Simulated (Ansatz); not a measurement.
Basis sets compared for the cluster Sn₂Se₂ (the lowest singlet isomer of a short search). Total charge 0; singlet. Geometry PBE-D4/def2-SVP. Ansatz on 4 threads of Arm Neoverse V1 on a shared host; times are rough, and most runs start from earlier orbitals.

Cartesian coordinates in Å:
```
Sn 0.8469 -0.1733 1.4961
Sn -0.7187 -0.3727 -1.5265
Se -1.7171 -0.1646 0.8982
Se 1.5889 0.7105 -0.8678
```

In the def2 sets Sn takes a core potential; there is no spin–orbit coupling. The structure comes from a short search, and lower isomers may exist.

Binding counts from free atoms (Sn triplet, Se triplet) in the same basis, without a counterpoise term.

```json
{"level": "PBE-D4/def2-SVP", "functions": "116", "energy (Eh)": "-5230.5826", "HOMO (eV)": "-5.36", "LUMO (eV)": "-3.35", "binding per atom (eV)": "2.95", "wall time": "1.2 s"}
{"level": "PBE-D4/def2-TZVP", "functions": "196", "energy (Eh)": "-5231.1852", "HOMO (eV)": "-5.43", "LUMO (eV)": "-3.39", "binding per atom (eV)": "2.97", "wall time": "2.3 s"}
{"level": "r2SCAN-D4/def2-TZVP", "functions": "196", "energy (Eh)": "-5232.0299", "HOMO (eV)": "-5.66", "LUMO (eV)": "-3.37", "binding per atom (eV)": "2.84", "wall time": "6 s"}
{"level": "PBE0-D4/def2-SVP", "functions": "116", "energy (Eh)": "-5230.7396", "HOMO (eV)": "-6.24", "LUMO (eV)": "-2.76", "binding per atom (eV)": "2.78", "wall time": "2.2 s"}
{"level": "PBE0-D4/def2-TZVP (with forces)", "functions": "196", "energy (Eh)": "-5231.3414", "HOMO (eV)": "-6.27", "LUMO (eV)": "-2.77", "binding per atom (eV)": "2.82", "wall time": "7 s"}
```

Q: Estimate the rows for PBE-D4/def2-TZVPD, r2SCAN-D4/def2-TZVPD, PBE0-D4/def2-TZVPD.

A: 
```json
{"level": "PBE-D4/def2-TZVPD", "functions": "226", "energy (Eh)": "-5231.1863", "HOMO (eV)": "-5.45", "LUMO (eV)": "-3.41", "binding per atom (eV)": "2.97", "wall time": "4 s"}
{"level": "r2SCAN-D4/def2-TZVPD", "functions": "226", "energy (Eh)": "-5232.0309", "HOMO (eV)": "-5.67", "LUMO (eV)": "-3.38", "binding per atom (eV)": "2.84", "wall time": "7.5 s"}
{"level": "PBE0-D4/def2-TZVPD", "functions": "226", "energy (Eh)": "-5231.3425", "HOMO (eV)": "-6.29", "LUMO (eV)": "-2.78", "binding per atom (eV)": "2.82", "wall time": "7 s"}
```
